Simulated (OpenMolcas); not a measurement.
# 4f ions of charge +0 along the row

```json
{
 "Program": "OpenMolcas",
 "Method": "SS-CASPT2, IPEA 0.25 Eh, imaginary shift 0.1 Eh",
 "Basis": "ANO-RCC-VQZP",
 "Scalar Hamiltonian": "DKH2, point nucleus",
 "Spin-orbit coupling": "RASSI with atomic mean-field integrals over the reference wave functions, term energies averaged over their components"
}
```

Active space: the 4f shell under a closed s shell; CASPT2 also correlates the outermost closed s and p core shells.

ζ = ±2S·A comes from the whole width of the ground multiplet by E(J) = (A/2) J(J+1), where its levels are at least 85 % pure. Energies in cm-1.

```tsv
Ion	Configuration	Lowest level	Weight (%)	g	g, pure LS	Next level	E	E measured	ζ	ζ measured
Pr	4f3 6s2	4I* 9/2	97	0.733	0.727	4I* 11/2	1520	1377	743	674
Nd	4f4 6s2	5I4	97	0.604	0.599	5I5	1228	1128	845	777
Pm	4f5 6s2	6H* 5/2	96	0.297	0.284	6H* 7/2	894	804	1003	925
Sm	4f6 6s2	7F0	91			7F1	359	293	1272	1149
Tb	4f9 6s2	6H* 15/2	95	1.327	1.334	6H* 13/2	2930	2772	1602	
Dy	4f10 6s2	5I8	94	1.243	1.251	5I7	4320	4134	1759	1681
Ho	4f11 6s2	4I* 15/2	98	1.197	1.200	4I* 13/2	5600	5420		
Er	4f12 6s2	3H6	99	1.166	1.167	3F4 [65 %]	4950	5035
```

Measured columns use the levels in NIST Handbook of Basic Atomic Spectroscopic Data (Pr, Nd, Pm, Sm, Tb, Dy, Ho, Er).

The computed ζ goes from 743 (Pr) to 1759 cm-1 (Dy), a factor of 2.37, rising at every step. It departs from the measured column by +5 to +11 %.

CASPT2 breaks the degeneracy within a term, and the mean is taken; among the low terms the widest spread is 1900 cm-1 (4f3 6s2 2L*, Pr). With the s shell closed, the reference lacks s² → p² mixing. The CASPT2 spread within a term exceeds the gap to the next term for 4f3 6s2 2I* and 4f3 6s2 2L*, 4f3 6s2 2L* and 4f3 6s2 4D*, so the order of their levels is uncertain (figures for Pr; the like holds for Nd, Pm, Dy, Ho, Er). High states are left out of the spin-orbit mixing, which shifts the levels that they would mix with (holds for Pr; Nd; Pm; Sm; Tb; Dy; Ho). Some terms miss by over 15 % even with CASPT2, which points to a basis or an active space too small for the shells correlated (holds for Nd). Terms from blocks run as CI alone lack orbitals of their own (holds for Sm). Some high roots are left out of the spin-orbit mixing, which shifts the levels that they would mix with (holds for Er). Computed and measured levels are paired by configuration, term and J; levels that our copy of the source lacks, or whose pairing is in doubt (as where it misses far off the trend of its configuration), stay unpaired and out of the deviations. Only configurations of the active space appear.

A share in square brackets marks a mixed level and gives the weight of the term that names it, the lowest over the columns. * marks odd parity.
